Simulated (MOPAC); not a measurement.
MOPAC input (PM3):

```
PM3 PRECISE GNORM=0.05 LET XYZ CHARGE=-1 GEO-OK AUX(PRECISION=9) THREADS=1
FS

F    -0.00000000 1   -0.00000000 1   -1.11767544 1
S     0.00000000 1    0.00000000 1    0.62869244 1
```

Output:

```
 *******************************************************************************
 **                                                                           **
 **                              MOPAC v23.2.5                                **
 **                                                                           **
 *******************************************************************************
 ** MOPAC's Digital Object Identifier: https://doi.org/10.5281/zenodo.6511958 **
 **                                                                           **
 ** Please cite the open-source release paper for use of this MOPAC version:  **
 ** J. E. Moussa and J. J. P. Stewart (2026)                                  **
 ** MOPAC: An open-source semiempirical molecular orbital program             **
 ** J. Open Source Softw., 11(119), 8025, https://doi.org/10.21105/joss.08025 **
 *******************************************************************************

                              PM3 CALCULATION RESULTS

 *******************************************************************************
 *  PM3        - The PM3 Hamiltonian to be used
 *  GEO-OK     - OVERRIDE INTERATOMIC DISTANCE AND OTHER SAFETY CHECKS
 *
 *
 *
 *                 CHARGE ON SYSTEM = -1
 *
 *
 *
 *  LET        - OVERRIDE SOME SAFETY CHECKS
 *  PRECISE    - TIGHTER CRITERIA TO BE USED
 *  XYZ        - CARTESIAN COORDINATE SYSTEM TO BE USED
 *  GNORM      - EXIT WHEN GRADIENT NORM DROPS BELOW 0.050
 *  AUX        - OUTPUT AUXILIARY INFORMATION
 *******************************************************************************
PM3 PRECISE GNORM=0.05 LET XYZ CHARGE=-1 GEO-OK AUX(PRECISION=9) THREADS=1
 FS

   ATOM   CHEMICAL          X               Y               Z
  NUMBER   SYMBOL      (ANGSTROMS)     (ANGSTROMS)     (ANGSTROMS)

     1       F         -0.00000000  *  -0.00000000  *  -1.11767544  *
     2       S          0.00000000  *   0.00000000  *   0.62869244  *

          CARTESIAN COORDINATES

    NO.       ATOM           X           Y           Z

     1         F         -0.0000     -0.0000     -1.1177
     2         S          0.0000      0.0000      0.6287

  F: (PM3): J. J. P. STEWART, J. COMP. CHEM. 10, 209 (1989).
  S: (PM3): J. J. P. STEWART, J. COMP. CHEM. 10, 209 (1989).

           Empirical Formula: F S  =     2 atoms

      MOLECULAR POINT GROUP   :   C*v

      RHF CALCULATION, NO. OF DOUBLY OCCUPIED LEVELS = 7

          Geometry optimization using EF

          DIAGONAL MATRIX USED AS START HESSIAN

 CYCLE:     1  GRAD.:   120.691 HEAT: -64.64385
 CYCLE:     2  GRAD.:   144.235 HEAT: -63.56038
 CYCLE:     3  GRAD.:     8.672 HEAT: -70.71419
 CYCLE:     4  GRAD.:     0.433 HEAT: -70.74228
 CYCLE:     5  GRAD.:     0.002 HEAT: -70.74235

     GRADIENT =  0.00234 IS LESS THAN CUTOFF =  0.05000

 -------------------------------------------------------------------------------
 PM3 PRECISE GNORM=0.05 LET XYZ CHARGE=-1 GEO-OK AUX(PRECISION=9) THREADS=1
 FS

     GEOMETRY OPTIMISED USING EIGENVECTOR FOLLOWING (EF).
     SCF FIELD WAS ACHIEVED

                              PM3 CALCULATION
                                                       MOPAC v23.2.5 Linux

          FINAL HEAT OF FORMATION =        -70.74235 KCAL/MOL =    -295.98600 KJ/MOL

          COSMO AREA              =         68.58 SQUARE ANGSTROMS
          COSMO VOLUME            =         51.42 CUBIC ANGSTROMS

          GRADIENT NORM           =          0.00234          =       0.00166 PER ATOM
          IONIZATION POTENTIAL    =          2.639416 EV
          HOMO LUMO ENERGIES (EV) =         -2.639  6.882
          NO. OF FILLED LEVELS    =          7
          MOLECULAR WEIGHT        =         51.0584         POINT GROUP:  C*v

          MOLECULAR DIMENSIONS (Angstroms)

            Atom       Atom       Distance
            S     2    F     1     1.60832
            S     2    F     1     0.00000
            F     1    S     2     0.00000

          SCF CALCULATIONS        =          6

   ATOM   CHEMICAL          X               Y               Z
  NUMBER   SYMBOL      (ANGSTROMS)     (ANGSTROMS)     (ANGSTROMS)

     1       F          0.00000000  *   0.00000000  *  -1.04865286  *
     2       S          0.00000000  *   0.00000000  *   0.55966986  *

                             CARTESIAN COORDINATES

   1    F        0.000000000     0.000000000    -1.048652861
   2    S        0.000000000     0.000000000     0.559669861

           Empirical Formula: F S  =     2 atoms

      MOLECULAR POINT GROUP   :   C*v

                  EIGENVALUES
 -21.36827 -13.30142 -11.12893 -11.12893  -9.86624  -2.63942  -2.63942   6.88175

              NET ATOMIC CHARGES AND DIPOLE CONTRIBUTIONS

  ATOM NO.   TYPE          CHARGE      No. of ELECS.   s-Pop       p-Pop
    1          F          -0.243093        7.2431     1.70194     5.54115
    2          S          -0.756907        6.7569     1.97185     4.78506
 DIPOLE           X         Y         Z       TOTAL
 POINT-CHG.     0.000     0.000    -0.997     0.997
 HYBRID         0.000    -0.000    -0.467     0.467
 SUM            0.000    -0.000    -1.463     1.463

          ATOMIC ORBITAL ELECTRON POPULATIONS

     Atom    s        px        py        pz
    1  F   1.70194   2.00000   2.00000   1.54115
    2  S   1.97185   2.00000   2.00000   0.78506

 **********************
 *                    *
 * JOB ENDED NORMALLY *
 *                    *
 **********************

 == MOPAC DONE ==
```

The dipole moment of an ion depends on the origin.
